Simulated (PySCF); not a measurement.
Isomers of C5H5ClO2S2, mass 195.942 u with the commonest isotopes. Theory: PBE0/pcSseg-1 in PySCF (dipole) on a GFN2-xTB geometry, gas phase. One conformer each, none proved a minimum here; rigid rotors.

**Question.** Order these by out-of-plane moment Σ m c² = (Ia + Ib − Ic)/2, largest first.
A. `[CH3:1][c:2]1[cH:3][cH:4][c:5]([S:6](=[O:7])(=[O:8])[Cl:9])[s:10]1` with C4–C5–S6–O7 -157°
B. `[CH3:1][c:2]1[cH:3][s:4][c:5]([S:6](=[O:7])(=[O:8])[Cl:9])[cH:10]1` with S4–C5–S6–O7 -157°
C. `[CH3:1][S:2](=[O:3])(=[O:4])[c:5]1[cH:6][cH:7][c:8]([Cl:9])[s:10]1` with C1–S2–C5–C6 116°
D. `[CH3:1][c:2]1[cH:3][cH:4][s:5][c:6]1[S:7](=[O:8])(=[O:9])[Cl:10]` with S5–C6–S7–O8 7°

**Answer.** A (120.02 u·Å²), B (118.33 u·Å²), D (111.25 u·Å²), C (58.36 u·Å²).

**Question.** Order these by rotational constant C, largest first.
A. `[CH3:1][c:2]1[cH:3][cH:4][s:5][c:6]1[S:7](=[O:8])(=[O:9])[Cl:10]` with S5–C6–S7–O8 7°
B. `[CH3:1][S:2](=[O:3])(=[O:4])[c:5]1[cH:6][cH:7][c:8]([Cl:9])[s:10]1` with C1–S2–C5–C6 116°
C. `[CH3:1][c:2]1[cH:3][cH:4][c:5]([S:6](=[O:7])(=[O:8])[Cl:9])[s:10]1` with C4–C5–S6–O7 -157°

**Answer.** A (624.3 MHz), C (530.5 MHz), B (424.9 MHz).

**Question.** Order these by dipole moment, largest first.
A. `[CH3:1][c:2]1[cH:3][cH:4][s:5][c:6]1[S:7](=[O:8])(=[O:9])[Cl:10]` with S5–C6–S7–O8 7°
B. `[CH3:1][S:2](=[O:3])(=[O:4])[c:5]1[cH:6][cH:7][c:8]([Cl:9])[s:10]1` with C1–S2–C5–C6 116°
C. `[CH3:1][c:2]1[cH:3][cH:4][c:5]([S:6](=[O:7])(=[O:8])[Cl:9])[s:10]1` with C4–C5–S6–O7 -157°
D. `[CH3:1][c:2]1[cH:3][s:4][c:5]([S:6](=[O:7])(=[O:8])[Cl:9])[cH:10]1` with S4–C5–S6–O7 -157°

**Answer.** C (6.07 D), D (5.69 D), A (5.23 D), B (4.04 D).

| SMILES | point group | Ia (u·Å²) | Ib (u·Å²) | Ic (u·Å²) | κ | μa (D) | μb (D) | μc (D) |
| --- | --- | --- | --- | --- | --- | --- | --- | --- |
| Cc1ccsc1S(=O)(=O)Cl | C1 | 362.85 | 669.11 | 809.47 | -0.66 | 4.60 | 2.03 | 1.43 |
| CS(=O)(=O)c1ccc(Cl)s1 | C1 | 212.10 | 1094.02 | 1189.39 | -0.96 | 2.31 | 0.19 | 3.32 |
| Cc1ccc(S(=O)(=O)Cl)s1 | C1 | 270.41 | 922.31 | 952.68 | -0.97 | 5.77 | 0.62 | 1.76 |
| Cc1csc(S(=O)(=O)Cl)c1 | C1 | 312.66 | 872.79 | 948.78 | -0.91 | 5.46 | 0.58 | 1.47 |
